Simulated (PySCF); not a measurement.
# Property card for `C[C@H]1C[SiH2]1`

C₃H₈Si.
Numbering: `[CH3:1][C@H:2]1[CH2:3][SiH2:4]1` (hydrogens: H5, H6, H7 on C1; H8 on C2; H9, H10 on C3; H11, H12 on Si4)

Some functional groups and rings: Si–H bond and C–Si bond.

From PBE0-D3(BJ)/def2-SVP geometry optimisation, gas phase (PySCF):

| Property | Result |
| --- | --- |
| Point group | C1 |
| Rotational constants A, B, C | 10.687, 4.376, 3.648 GHz |

From B3LYP/def2-SVPD ground state, ΔSCF and vertical TDDFT (core frozen in the response) (PySCF):

| Item | Value |
| --- | --- |
| Dipole moment | 0.18 D |
| HOMO energy | -6.45 eV |
| LUMO energy | 0.09 eV |
| HOMO–LUMO gap | 6.54 eV |
| Lowest singlet excitation | 5.93 eV (209 nm, f = 0.004) |
| Strongest line among the 10 lowest singlet transitions | S2 at 6.02 eV (206 nm, f = 0.190) |
| Lowest triplet excitation (Tamm–Dancoff) | 4.75 eV |
| Static isotropic polarisability | 66.3 au |
| Vertical ionisation energy | 8.72 eV |
| Electronic spatial extent ⟨r²⟩ about the centre of nuclear charge | 419 bohr² |

**PBE0/pcSseg-1 ground state and GIAO shieldings, non-relativistic (PySCF)**

| Property | Result |
| --- | --- |
| Lowest Hirshfeld atomic charge | -0.17 e on C3 |
| Highest Hirshfeld atomic charge | +0.28 e on Si4 |
| 13C chemical shifts (computed TMS as zero) by class | 19.8 (C1), 2.7 (C2), 0.1 (C3) ppm |
| 1H chemical shifts (computed TMS as zero) by class | 2.68 (H11), 2.41 (H12), 1.26 (H5/H6/H7), 0.80 (H8), 0.77 (H9), 0.14 (H10) ppm |
| Isotropic shieldings of nuclei other than C and H, by class | 485 (Si4) ppm |
| Mayer bond orders between heavy atoms | C1–C2 1.04, C2–C3 0.87, C3–Si4 0.96, Si4–C2 0.94 |

From delta-SCF UKS SCAN, pcX-2 on the ionised atom, pcseg-1 elsewhere, spin-free X2C; 2p3/2 from a spin–orbit splitting computed afterwards within the 2p shell (PySCF):

| Quantity | Value |
| --- | --- |
| Core binding energies | Si2p3/2 106.4 (Si4), C1s 289.9 (C3), C1s 290.1 (C2), C1s 290.6 (C1), Si1s 1846.1 (Si4) eV |

Monoisotopic mass (most abundant isotopes): 72.0395 u.

No computed singlet falls in the visible range (750 to 380 nm, 1.65 to 3.26 eV); S1 lies 2.67 eV above its blue end. A dipole of 0.18 D is allowed in C1, and pure rotational transitions are dipole-allowed. The principal polarisabilities are 57.5, 62.5 and 79.0 au; their mean is the isotropic value. With B = h/(8π²I), that is 505.379 GHz u Å² over I, the principal moments of inertia are 47.3, 115.5 and 138.5 u Å² (most abundant isotopes); the inertial defect Ic − Ia − Ib is -24.3 u Å² (zero for a rigid planar frame, negative otherwise). The vertical singlet–triplet gap S1 − T1 is 1.18 eV (TDDFT singlet less Tamm–Dancoff triplet; S1: HOMO→LUMO+1, weight 0.97; T1: HOMO→LUMO, weight 0.96).

Geometry: PBE0-D3(BJ)/def2-SVP; no solvent or vibrations. NMR classes are plain means over equivalent atoms (diastereotopic ones count apart unless rotation or inversion swaps them), as if these changed places fast; in this geometry the members of some classes differ.
